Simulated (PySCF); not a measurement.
C4H10OSe (SMILES CC(C)(C)[Se]O), singlet, geometry from GFN2-xTB; PySCF with DF-CAMB3LYP/pcseg-0.

PySCF was given this input:
```python
from pyscf import gto, scf, dft

mol = gto.Mole()
mol.atom = '''
    Se    0.20603768    0.68744303    0.74921258
    C    -0.24025317   -0.91644463   -0.39629493
    C    -0.50766131   -2.05511096    0.57659286
    C    -1.47206923   -0.59450658   -1.22653734
    C     0.96199886   -1.20332011   -1.27873464
    H    -0.71889426   -2.97042640    0.02543028
    H    -1.36270155   -1.82894442    1.21201873
    H     0.35882426   -2.22831664    1.21403315
    H    -2.31574655   -0.34069333   -0.58650904
    H    -1.27396575    0.24071593   -1.89635267
    H    -1.74784883   -1.45591300   -1.83381524
    H     1.21490546   -0.32422319   -1.86839917
    H     1.82590815   -1.47123433   -0.67368632
    H     0.74438587   -2.02578293   -1.95919333
    O     0.50982537    1.89803790   -0.56200618
    H    -0.26084174    2.46374560   -0.66086011
'''
mol.basis = 'pcseg-0'
mol.verbose = 4
mol.max_memory = 1800
mol.build()

mf = dft.RKS(mol)
mf.xc = 'camb3lyp'
mf = mf.density_fit(auxbasis='def2-universal-jkfit')
mf.kernel()
```

Output, abridged:

```
PySCF version 2.14.0

[INPUT] verbose = 4
[INPUT] num. atoms = 16
[INPUT] num. electrons = 76
[INPUT] charge = 0
[INPUT] spin (= nelec alpha-beta = 2S) = 0
[INPUT] symmetry False subgroup None
[INPUT] Mole.unit = angstrom
[INPUT] Symbol           X                Y                Z      unit          X                Y                Z       unit  Magmom
[INPUT]  1 Se     0.206037680000   0.687443030000   0.749212580000 AA    0.389354786541   1.299079052941   1.415806585279 Bohr   0.0
[INPUT]  2 C     -0.240253170000  -0.916444630000  -0.396294930000 AA   -0.454012691859  -1.731829359028  -0.748888882254 Bohr   0.0
[INPUT]  3 C     -0.507661310000  -2.055110960000   0.576592860000 AA   -0.959340839938  -3.883596869992   1.089602590780 Bohr   0.0
[INPUT]  4 C     -1.472069230000  -0.594506580000  -1.226537340000 AA   -2.781807681099  -1.123454615452  -2.317819654153 Bohr   0.0
[INPUT]  5 C      0.961998860000  -1.203320110000  -1.278734640000 AA    1.817914377544  -2.273945448082  -2.416458255594 Bohr   0.0
[INPUT]  6 H     -0.718894260000  -2.970426400000   0.025430280000 AA   -1.358513263922  -5.613292369178   0.048056264471 Bohr   0.0
[INPUT]  7 H     -1.362701550000  -1.828944420000   1.212018730000 AA   -2.575132719020  -3.456204050851   2.290383457543 Bohr   0.0
[INPUT]  8 H      0.358824260000  -2.228316640000   1.214033150000 AA    0.678079578250  -4.210908168411   2.294190159643 Bohr   0.0
[INPUT]  9 H     -2.315746550000  -0.340693330000  -0.586509040000 AA   -4.376126753406  -0.643817086166  -1.108341455182 Bohr   0.0
[INPUT] 10 H     -1.273965750000   0.240715930000  -1.896352670000 AA   -2.407446359576   0.454887181520  -3.583587181888 Bohr   0.0
[INPUT] 11 H     -1.747848830000  -1.455913000000  -1.833815240000 AA   -3.302955595841  -2.751276831194  -3.465408566654 Bohr   0.0
[INPUT] 12 H      1.214905460000  -0.324223190000  -1.868399170000 AA    2.295838586639  -0.612693032333  -3.530762722665 Bohr   0.0
[INPUT] 13 H      1.825908150000  -1.471234330000  -0.673686320000 AA    3.450466332111  -2.780229948758  -1.273082638666 Bohr   0.0
[INPUT] 14 H      0.744385870000  -2.025782930000  -1.959193330000 AA    1.406685425296  -3.828174925519  -3.702338818775 Bohr   0.0
[INPUT] 15 O      0.509825370000   1.898037900000  -0.562006180000 AA    0.963430320655   3.586771805045  -1.062037760513 Bohr   0.0
[INPUT] 16 H     -0.260841740000   2.463745600000  -0.660860110000 AA   -0.492919450455   4.655804424602  -1.248844614550 Bohr   0.0

nuclear repulsion = 479.07544979219
number of shells = 23
number of NR pGTOs = 160
number of NR cGTOs = 87
basis = pcseg-0
ecp = {}

******** <class 'pyscf.df.df_jk.DFRKS'> ********
method = DFRKS
initial guess = minao
damping factor = 0
level_shift factor = 0
DIIS = <class 'pyscf.scf.diis.CDIIS'>
diis_start_cycle = 1
diis_space = 8
diis_damp = 0
SCF conv_tol = 1e-09
SCF conv_tol_grad = None
SCF max_cycles = 50
direct_scf = False
XC library pyscf.dft.libxc version 7.1.2
    S. Lehtola, C. Steigemann, M. J. T. Oliveira, and M. A. L. Marques,  SoftwareX 7, 1–5 (2018)
XC functionals = camb3lyp
    T. Yanai, D. P. Tew, and N. C. Handy,  Chem. Phys. Lett. 393, 51 (2004)
radial grids:
    Treutler-Ahlrichs [JCP 102, 346 (1995); DOI:10.1063/1.469408] (M4) radial grids

becke partition: Becke, JCP 88, 2547 (1988); DOI:10.1063/1.454033
pruning grids: <function nwchem_prune>
grids dens level: 3
symmetrized grids: False
atomic radii adjust function: <function treutler_atomic_radii_adjust>
small_rho_cutoff = 0
Set gradient conv threshold to 3.16228e-05
Initial guess from minao.
tot grids = 189064
******** <class 'pyscf.df.df.DF'> ********
auxbasis = def2-universal-jkfit
Create RSH-DF object <pyscf.df.df.DF object> for omega=0.33
******** <class 'pyscf.df.df.DF'> ********
auxbasis = auxmol.basis = def2-universal-jkfit
init E= -2630.705572543
  HOMO = -0.267569759855977  LUMO = -0.0908061863911649  gap/eV = 4.80998
cycle= 1 E= -2631.61900144544  delta_E= -0.913  |g|= 0.53  |ddm|= 3.88
  HOMO = -0.228844887656924  LUMO = 0.0601312989874001  gap/eV = 7.86344
cycle= 2 E= -2631.59306731677  delta_E= 0.0259  |g|= 0.685  |ddm|= 1.39
  HOMO = -0.268126437151527  LUMO = 0.0304654529506234  gap/eV = 8.12510
cycle= 3 E= -2631.67914021182  delta_E= -0.0861  |g|= 0.058  |ddm|= 0.738
  HOMO = -0.276456354818773  LUMO = 0.0292669928869616  gap/eV = 8.31916
cycle= 4 E= -2631.67984519027  delta_E= -0.000705  |g|= 0.0242  |ddm|= 0.111
  HOMO = -0.275390631009133  LUMO = 0.0303372619685294  gap/eV = 8.31928
cycle= 5 E= -2631.67998733747  delta_E= -0.000142  |g|= 0.00318  |ddm|= 0.0262
  HOMO = -0.274670438146658  LUMO = 0.0307939385161908  gap/eV = 8.31211
cycle= 6 E= -2631.67999060148  delta_E= -3.26e-06  |g|= 0.000801  |ddm|= 0.00737
  HOMO = -0.274932183108512  LUMO = 0.0305632724506155  gap/eV = 8.31295
cycle= 7 E= -2631.67999084164  delta_E= -2.4e-07  |g|= 0.000106  |ddm|= 0.00233
  HOMO = -0.274927359756432  LUMO = 0.0305675286771094  gap/eV = 8.31294
cycle= 8 E= -2631.6799908535  delta_E= -1.19e-08  |g|= 3.73e-05  |ddm|= 0.000626
  HOMO = -0.274926180781254  LUMO = 0.0305678869430304  gap/eV = 8.31292
cycle= 9 E= -2631.67999085426  delta_E= -7.59e-10  |g|= 2.32e-05  |ddm|= 0.000138
  HOMO = -0.274927125940486  LUMO = 0.0305676613488683  gap/eV = 8.31294
Extra cycle  E= -2631.67999085427  delta_E= -1e-11  |g|= 2.45e-05  |ddm|= 7.76e-05
converged SCF energy = -2631.67999085427
```
